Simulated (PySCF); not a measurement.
UHF on Cr⁻ (chromium, charge -1), [Ar] 3d5 4s2, high-spin 6S determinant. Computed with PySCF 2.14 in aug-cc-pVQZ-DK (9s8p6d4f3g2h, 140 functions), with scalar relativity by spin-free X2C-1e.

```
cycle= 1 E= -1049.64609995968  delta_E= -1.77e-10  |g|= 3.27e-06  |ddm|= 0.00101
converged SCF energy = -1049.64609995968  <S^2> = 9.2871132  2S+1 = 6.1764434
```

Highest occupied orbital energy: 0.227 eV; ⟨L²⟩ = 0.00; populations by l: s 8.00, p 12.00, d 5.00, f 0.00.

Problem. Can this result be used?

Solution. With care. The calculation finished and met its thresholds. ⟨S²⟩ = 9.29 against 8.75 shows spin contamination. At UHF the highest occupied level has a positive energy, so only the finite basis holds that electron.
